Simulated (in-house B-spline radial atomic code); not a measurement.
How G0W0 and RPA depend on the start: Si2+

Configuration [Ne] 3s2. Computed with an all-electron radial atomic-structure program (B-spline basis): all electrons, non-relativistic, point nucleus, each spin shell either full or empty, empty states to l = 9 with an (l + 1/2)⁻⁴ tail; G0W0 by contour deformation at full frequency.

```json
{"start": "Hartree-Fock", "mean-field 3s (eV)": "-32.16", "G0W0 (eV)": "-33.52", "QP weight": "0.966", "RPA correlation (Eh)": "-0.63508"}
{"start": "LDA VWN5", "mean-field 3s (eV)": "-28.601", "G0W0 (eV)": "?", "QP weight": "?", "RPA correlation (Eh)": "?"}
{"start": "PBE", "mean-field 3s (eV)": "-28.478", "G0W0 (eV)": "-33.75", "QP weight": "0.929", "RPA correlation (Eh)": "-0.72782"}
{"start": "PBE0", "mean-field 3s (eV)": "-29.632", "G0W0 (eV)": "-33.70", "QP weight": "0.943", "RPA correlation (Eh)": "-0.69959"}
{"start": "r2SCAN", "mean-field 3s (eV)": "-28.659", "G0W0 (eV)": "-33.77", "QP weight": "0.936", "RPA correlation (Eh)": "-0.71269"}
{"start": "HSE06", "mean-field 3s (eV)": "-29.248", "G0W0 (eV)": "-33.71", "QP weight": "0.939", "RPA correlation (Eh)": "-0.70431"}
{"start": "B3LYP (VWN-RPA)", "mean-field 3s (eV)": "-29.501", "G0W0 (eV)": "-33.70", "QP weight": "0.940", "RPA correlation (Eh)": "-0.70576"}
{"start": "SCAN", "mean-field 3s (eV)": "-28.686", "G0W0 (eV)": "-33.77", "QP weight": "0.936", "RPA correlation (Eh)": "-0.71246"}
{"start": "TPSS", "mean-field 3s (eV)": "-28.544", "G0W0 (eV)": "-33.76", "QP weight": "0.931", "RPA correlation (Eh)": "-0.72183"}
{"start": "BHandHLYP", "mean-field 3s (eV)": "-30.71", "G0W0 (eV)": "-33.63", "QP weight": "0.952", "RPA correlation (Eh)": "-0.67613"}
{"start": "CAM-B3LYP", "mean-field 3s (eV)": "-31.13", "G0W0 (eV)": "-33.65", "QP weight": "0.954", "RPA correlation (Eh)": "-0.68871"}
{"start": "LC-wPBE", "mean-field 3s (eV)": "-32.54", "G0W0 (eV)": "-33.61", "QP weight": "0.962", "RPA correlation (Eh)": "-0.68307"}
{"start": "wB97X", "mean-field 3s (eV)": "-32.12", "G0W0 (eV)": "-33.60", "QP weight": "0.961", "RPA correlation (Eh)": "-0.68024"}
{"start": "PBEsol", "mean-field 3s (eV)": "-28.431", "G0W0 (eV)": "-33.77", "QP weight": "0.929", "RPA correlation (Eh)": "-0.72812"}
{"start": "BLYP", "mean-field 3s (eV)": "-28.420", "G0W0 (eV)": "-33.73", "QP weight": "0.928", "RPA correlation (Eh)": "-0.7287"}
{"start": "r2SCAN0", "mean-field 3s (eV)": "-29.738", "G0W0 (eV)": "?", "QP weight": "?", "RPA correlation (Eh)": "?"}
{"start": "LDA exchange-only", "mean-field 3s (eV)": "-27.315", "G0W0 (eV)": "-33.73", "QP weight": "0.927", "RPA correlation (Eh)": "-0.72895"}
```

Task: What G0W0 level, weight and RPA correlation energy follow from the LDA VWN5 start?

Result: G0W0 level -33.79 eV, weight 0.929, RPA correlation -0.72965 hartree.

Task: What G0W0 level, weight and RPA correlation energy follow from the r2SCAN0 start?

Result: G0W0 level -33.71 eV, weight 0.946, RPA correlation -0.69018 hartree.

Task: How much of the dependence on the start does G0W0 remove?

Result: The mean-field levels span 5.22 eV and the G0W0 levels 0.264 eV. Against 33.493 eV (NIST, measured) the G0W0 removal energies are off by +0.03 to +0.29 eV, with relativity, Breit and QED terms left out.
